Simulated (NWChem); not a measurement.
Si₂H₅OF; SMILES F[SiH2]O[SiH3]

```xyz
9

Si    -0.2387     1.8833     0.0084
O      0.2673     0.3485     0.4013
Si     0.5000    -1.2163    -0.0230
F     -0.9295    -1.8960    -0.3673
H     -1.7156     1.9901     0.1814
H      0.1188     2.1924    -1.4088
H      0.4460     2.8442     0.9170
H      1.0842    -1.9397     1.1310
H      1.3323    -1.3046    -1.2511
```
Atoms are numbered in this order, from 1.

Level: PBE0/def2-SVP (NWChem), optimised geometry, unscaled harmonic frequencies. 

| frequency (cm⁻¹) | IR intensity (km/mol) |
|---|---|
| 29 | 1.2 |
| 46 | 1.4 |
| 77 | 2.0 |
| 319 | 21.1 |
| 596 | 1.2 |
| 696 | 34.5 |
| 729 | 72.5 |
| 736 | 69.6 |
| 752 | 59.7 |
| 879 | 32.9 |
| 946 | 566.5 |
| 950 | 87.1 |
| 951 | 112.4 |
| 980 | 191.0 |
| 1009 | 107.0 |
| 1137 | 450.3 |
| 2237 | 93.2 |
| 2254 | 116.8 |
| 2263 | 122.4 |
| 2277 | 116.5 |
| 2301 | 128.5 |

- zero-point energy = 31.7 kcal/mol
- thermal correction to the enthalpy at 298.15 K (with zero-point energy) = 36.4 kcal/mol
- heat capacity Cv = 20.5 cal/(mol K)
- entropy at 298.15 K and 1 atm (symmetry number 1) = 84.3 cal/(mol K)
- dipole moment = 1.29 D

Rigid rotor and harmonic oscillator; modes under 100 cm⁻¹ make the entropy uncertain.
